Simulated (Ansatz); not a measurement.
Born–Oppenheimer molecular dynamics of ClH₅N₂Si (9 atoms, charge 0, multiplicity 1). It starts from a relaxed structure.

All numbers below come from RKS B3LYP-D4/def2-SVP (Ansatz 0.2.0).

```yaml
ensemble: NVT, Nosé–Hoover chain
time_step: 0.5 fs
steps_asked: 100
set_temperature: 1500 K
thermostat: time constant 100 fs, chain length 3 (defaults)
seed: 831900
```

First frame:

```xyz
9
Properties=species:S:1:pos:R:3
Si 0.080 0.076 0.059
N 0.099 -0.199 1.753
H -0.694 -0.618 2.225
H 0.656 0.386 2.368
N 1.706 0.103 -0.480
H 2.338 -0.654 -0.237
H 1.940 0.512 -1.380
H -0.540 1.320 -0.470
Cl -1.128 -1.473 -0.685
```

Q: How far do the bonds stretch over the last three quarters of this one trajectory? (Pairs bonded in most of those frames.)

A: 
```json
{"bond": "Si1–N2", "mean (Å)": "1.743", "spread (Å)": "0.028", "shortest": "1.70", "longest": "1.78"}
{"bond": "Si1–N5", "mean (Å)": "1.728", "spread (Å)": "0.017", "shortest": "1.70", "longest": "1.75"}
{"bond": "Si1–H8", "mean (Å)": "1.493", "spread (Å)": "0.049", "shortest": "1.42", "longest": "1.56"}
{"bond": "Si1–Cl9", "mean (Å)": "2.102", "spread (Å)": "0.055", "shortest": "2.04", "longest": "2.19"}
{"bond": "N2–H3", "mean (Å)": "1.026", "spread (Å)": "0.019", "shortest": "1.00", "longest": "1.06"}
{"bond": "N2–H4", "mean (Å)": "1.028", "spread (Å)": "0.031", "shortest": "0.98", "longest": "1.08"}
{"bond": "N5–H6", "mean (Å)": "1.025", "spread (Å)": "0.021", "shortest": "0.98", "longest": "1.06"}
{"bond": "N5–H7", "mean (Å)": "1.055", "spread (Å)": "0.096", "shortest": "0.90", "longest": "1.19"}
```

Mean temperature of the second half: 801 K. The conserved energy stayed within 1.9 meV per atom of its start (net change 1.2 meV per atom), so the integration is sound. The mean temperature of the second half is 47 % below the set value. A run of 0.05 ps of so small a system gives no equilibrium averages.

Run time: 5.6 min on 1 thread of Arm Neoverse V1, with other jobs on the host, peak memory 0.17 GiB.
